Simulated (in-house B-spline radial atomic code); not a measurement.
RPA and G0W0 for Ce⁴⁺, [Kr] 4d10 5s2 5p6, as one setting changes: the share of exact exchange in the PBE hybrid start. A dash marks a level of low quasi-particle weight. Computed with an all-electron radial atomic-structure program (B-spline basis): all electrons, scalar-relativistic (spin-free one-electron X2C), finite nucleus, each spin shell either full or empty, empty states to l = 9 with an (l + 1/2)⁻⁴ tail; G0W0 by contour deformation at full frequency.

Spin-orbit coupling, left out, splits p levels strongly here.

```csv
share of exact exchange in the PBE hybrid start,mean-field level (eV),G0W0 level (eV),RPA correlation (Eh)
0,-60.06,5p -66.63,-4.432
0.1,-60.81,5p -66.74,-4.3918
0.2,-61.57,5p -66.82,-4.3532
0.3,?,?,?
0.4,-63.07,5p -66.93,-4.2804
0.5,-63.82,5p -66.97,-4.2457
0.6,-64.57,5p -67.01,-4.2122
0.7,?,?,?
0.8,-66.08,5p -67.07,-4.1481
0.9,-66.83,5p -67.09,-4.1174
1,-67.58,5p -67.11,-4.0875
```

Question: What belongs in the row for 0.7?

Answer: mean-field level (eV): -65.33; G0W0 level (eV): 5p -67.04; RPA correlation (Eh): -4.1797.

Question: What belongs in the row for 0.3?

Answer: mean-field level (eV): -62.32; G0W0 level (eV): 5p -66.88; RPA correlation (Eh): -4.3161.

Question: At what share of exact exchange does G0W0 leave the highest level unchanged?

Answer: Near 0.94, where the shift changes sign (-0.258 eV at 0.9, +0.472 eV at 1).
